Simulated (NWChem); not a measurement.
System: BH$_{2}$Cl; SMILES BCl

Results from NWChem. Medium grid unless said otherwise, to which SCAN and Minnesota functionals are sensitive. Structure relaxed at the PBE0-D3(BJ)/def2-TZVP level. Hybrids' shares of exact exchange are those that their runs print; pure functionals count as 0. The functionals differ in more than this share.

```
row               share of exact exchange  orbital gap (eV)
----------------  -----------------------  ----------------
PBE/def2-SVP                         0.00              4.44
B3LYP/def2-SVP                       0.20              6.41
r2SCAN0/def2-SVP                     0.25              7.33
PBE0/def2-SVP                        0.25              6.87
M05-2X/def2-SVP                      0.56          withheld
```

### Question
Fit a straight line of the last column on the one before it, predict the withheld value, and compare with the run.

### Answer

1. Means of the 4 shown rows: x = 0.175, y = 6.263. Slope Σ(x − x̄)(y − ȳ)/Σ(x − x̄)² = 0.4482/0.04250 = 10.55; intercept 4.416.
2. The shown rows scatter about the line by 0.176 (root mean square); the largest residual is +0.28, at r2SCAN0/def2-SVP.
3. At x = 0.56 (M05-2X/def2-SVP; beyond the shown range) the line gives 10.32.
4. The run gives 9.47, -0.85 from the line, 4.8 times the scatter.
